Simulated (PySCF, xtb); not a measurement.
GaH2F, SMILES [F][GaH2].

GFN2-xTB (xtb) at its own geometry gives an orbital gap of 5.23 eV and a dipole moment of 2.37 D.

Geometry: B3LYP-D3(BJ)/def2-TZVP.

Q: What does PBE/def2-TZVPD (PySCF) give? (Estimate from the structure and the level; the computed values follow.)

A: gap 5.11 eV (levels -7.60 and -2.49 eV), dipole 2.24 D.
